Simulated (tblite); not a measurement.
C5H7N3O2Si.
Geometry (GFN2-xTB, Å), atoms numbered from 1 in this order:
```
atom  x, y, z in Å
C1     3.2043   -0.4117   -0.1961
O2     2.0327    0.3940   -0.1818
C3     0.8869   -0.2376   -0.0114
O4     0.7765   -1.4377    0.1323
C5    -0.3039    0.6431   -0.0471
N6    -0.1739    1.9467   -0.2385
C7    -1.2949    2.6450   -0.1582
N8    -2.4510    2.1590    0.2576
N9    -2.5846    0.8721    0.3682
C10   -1.5689    0.0547    0.1306
Si11  -1.8473   -1.8194    0.2149
H12    3.3885   -0.8276    0.7964
H13    4.0185    0.2443   -0.4916
H14    3.0904   -1.2331   -0.9062
H15   -1.2471    3.7006   -0.3837
H16   -1.2787   -2.3262    1.4570
H17   -1.3483   -2.4258   -1.0136
H18   -3.3078   -1.9342    0.2594
```

All values are computed: GFN2-xTB (tblite) harmonic vibrations without scaling, gas phase. This tight-binding method is rough: wavenumbers can miss measured ones by several per cent, in bad cases by 10 to 20. Modes of hydrogen on silicon can be 10 to 20 % off. One conformer, not necessarily the lowest.

Harmonic wavenumbers (cm⁻¹): 32.6, 45.0, 57.1, 109.2, 127.5, 191.7, 198.0, 271.6, 294.1, 303.4, 352.9, 380.4, 393.8, 509.8, 564.2, 572.9, 651.1, 685.8, 727.0, 751.5, 772.9, 808.8, 832.4, 853.4, 886.1, 1001.8, 1106.7, 1117.1, 1118.5, 1144.4, 1172.2, 1198.4, 1260.3, 1334.8, 1348.1, 1385.6, 1437.3, 1454.5, 1463.4, 1503.7, 1704.6, 2256.9, 2303.5, 2320.7, 2982.0, 2992.7, 3052.1, 3077.8.

A = 1402, B = 851.5, C = 537.1 MHz; mass 169.031 u (most abundant isotopes); point group C1, symmetry number 1.

Task: What is the zero-point energy?

Result: ½Σν̃ = 25555 cm⁻¹ = 73.07 kcal/mol.

Task: Entropy at 298.15 K, 1 bar (ideal gas, RRHO, classical rotation)?

Result: Translation 41.31, rotation 30.59, vibration 37.85: S = 109.8 cal/(mol K).

Task: And Cp and H(298.15 K) − H(0)?

Result: Cp = 43.61 cal/(mol K), of which vibrations give 35.66 (their classical limit is 48 R = 95.4); H(298.15 K) − H(0) = 8.01 kcal/mol without the zero-point energy, 5.64 from vibrations.

Task: Which modes carry the vibrational entropy at 298.15 K?

Result: 32.6 cm⁻¹: 5.66; 45.0 cm⁻¹: 5.03; 57.1 cm⁻¹: 4.55; 109.2 cm⁻¹: 3.28; 127.5 cm⁻¹: 2.98; 191.7 cm⁻¹: 2.21 cal/(mol K); the other 42 give 14.13 together.

Task: Blend soft modes into free rotors: weight 1/[1 + (100 cm⁻¹/ν̃)⁴] for the oscillator and the rest for a rotor with moment μB/(μ + B), μ = h/(8π²ν), B = 10⁻⁴⁴ kg m². What vibrational entropy results?

Result: 33.53 cal/(mol K) in place of 37.85, which changes −T·S at 298.15 K by +1.29 kcal/mol.

Task: How do the functions run with temperature in this model?

Result: 
```json
{"T (K)": "50", "S (cal/(mol K))": "63.4", "Cp (cal/(mol K))": "15.3", "H − H(0) (kcal/mol)": "0.57", "G − H(0) (kcal/mol)": "-2.60", "ln q(vib)": "1.11"}
{"T (K)": "100", "S (cal/(mol K))": "76.0", "Cp (cal/(mol K))": "21.6", "H − H(0) (kcal/mol)": "1.50", "G − H(0) (kcal/mol)": "-6.10", "ln q(vib)": "2.90"}
{"T (K)": "373.15", "S (cal/(mol K))": "120.4", "Cp (cal/(mol K))": "51.0", "H − H(0) (kcal/mol)": "11.56", "G − H(0) (kcal/mol)": "-33.35", "ln q(vib)": "11.89"}
{"T (K)": "500", "S (cal/(mol K))": "136.8", "Cp (cal/(mol K))": "61.5", "H − H(0) (kcal/mol)": "18.72", "G − H(0) (kcal/mol)": "-49.68", "ln q(vib)": "15.75"}
{"T (K)": "750", "S (cal/(mol K))": "164.6", "Cp (cal/(mol K))": "75.4", "H − H(0) (kcal/mol)": "35.98", "G − H(0) (kcal/mol)": "-87.47", "ln q(vib)": "22.82"}
{"T (K)": "1000", "S (cal/(mol K))": "187.5", "Cp (cal/(mol K))": "83.8", "H − H(0) (kcal/mol)": "55.97", "G − H(0) (kcal/mol)": "-131.58", "ln q(vib)": "29.19"}
```

q(vib) and H(0) count from the zero-point level.

Task: What must be added to the electronic energy to get the Gibbs energy at 298.15 K and 1 bar?

Result: ZPE + [H(298.15 K) − H(0)] − T·S = 73.07 + 8.01 − 32.72 = 48.36 kcal/mol.

Hindered rotation and anharmonicity are outside this model. Other conformers, if any are populated, would add a mixing term that is left out. The structure is chiral; the term R ln 2 for an equal mix with its mirror image is left out.

The run took 0.68 s wall on one thread of an Arm Neoverse V2, no GPU, on a shared host. This covers the Hessian and the dipole derivatives.
